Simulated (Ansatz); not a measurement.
Reaction (formal hydrolysis of the Sn–Cl bond): `O[CH2][SnH2][Cl]` + H₂O → `O[CH2][SnH2][OH]` + HCl

Gas-phase electronic energies from Ansatz, PBE0-D4/def2-TZVP geometries. CBS: MP2 limit from def2 TZ/QZ plus the TZ coupled-cluster correction, frozen cores. This one scheme is used for every species. def2 core potentials past Kr. For Sn outer-core shells are correlated without core-valence functions, which leaves a few kJ/mol of doubt a bond. Each species was taken in one conformer, which may not be the lowest.

| species | CCSD(T)/CBS(def2) energy (Eh) |
| --- | --- |
| `O[CH2][SnH2][Cl]` | -790.05125 |
| H₂O | -76.37941 |
| `O[CH2][SnH2][OH]` | -406.01996 |
| HCl | -460.38127 |

(1) Work out ΔE.

Largest T1 diagnostic among the species: 0.012.

Answers

(1) ΔE = (-406.01996) + (-460.38127) − (-790.05125) − (-76.37941) = 0.02943 Eh = +77.3 kJ/mol.

In def2-TZVPP, CCSD(T) changes the Hartree–Fock value by −11.7 kJ/mol (the triples alone add −1.1 kJ/mol) and MP2 by −8.6 kJ/mol. From PBE to PBE0 (25 % exact exchange), in def2-TZVPP and without D4, ΔE moves by +5.5 kJ/mol.
